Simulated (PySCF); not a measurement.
# Telling isomers of C5H9NSi apart by NMR

PySCF 2.14.0 with density-fitted response routines calculation with geometry from GFN2-xTB and shieldings: GIAO PBE0/pcSseg-1; rapidly exchanging positions averaged, no solvent model, a single conformation, non-relativistic Hamiltonian.

Chemical shifts δ = σref − σ; $^{1}$H (σ = 31.72 ppm) and $^{13}$C (σ = 186.93 ppm) against TMS, all at this level. Where no couplings were computed, multiplicities follow the n + 1 count of equivalent neighbours, and m marks all less simple cases (inequivalent or close neighbours, rings, F or P nearby). Shifts are as computed. Against solution values, carbons near 30 ppm lie about +3 ppm off and those near 130 ppm about +5 ppm. Of 1211 compounds with measured shifts, 218 miss one by over three times the rms of a fit or turn the order of signals round; such compounds aren't used in these exercises. OH and NH positions are gas-phase values without hydrogen bonding to other molecules.

(1) Tabulate the signals of `C#C[C@@H]1C[C@H]1[SiH2]N`, `C=C(C#N)[SiH](C)C` and their relative energies.

(2) What is the quickest way to tell C#C[C@@H]1C[C@H]1[SiH2]N from C=C(C#N)[SiH](C)C?

## Answers

(1) 
```json
{"SMILES": "C#C[C@@H]1C[C@H]1[SiH2]N", "carbon types": "1×C 3×CH 1×CH2", "δC": "93.4, 69.4, 13.9, 9.1, 4.4", "δH": "5.16 (m, 1H), 4.81 (m, 1H), 1.57 (m, 1H), 1.13 (d, 1H), 1.01 (m, 1H), 0.54 (m, 1H), 0.03 (m, 1H), -0.32 (br s, 2H)", "E rel. (kcal/mol)": "37.4"}
{"SMILES": "C=C(C#N)[SiH](C)C", "carbon types": "2×C 1×CH2 2×CH3", "δC": "153.9, 131.3, 123.7, -3.2", "δH": "6.84 (br s, 1H), 6.63 (br s, 1H), 4.58 (sept, 1H), 0.38 (d, 6H)", "E rel. (kcal/mol)": "0.0"}
```

Energies are electronic energies at PBE0/pcSseg-1 on these geometries, without zero-point or thermal terms, each for the one conformer computed, which needn't be the lowest.

(2) Count the carbon signals: 5 against 4. The first has a terminal alkyne carbon (CH) at 69.4 ppm, the second a terminal =CH2 carbon at 153.9 ppm. Their most deshielded carbons lie at 93.4 and 153.9 ppm. In the proton spectra the most deshielded non-exchanging signals are 5.16 (m, 1H) and 6.84 (br s, 1H).
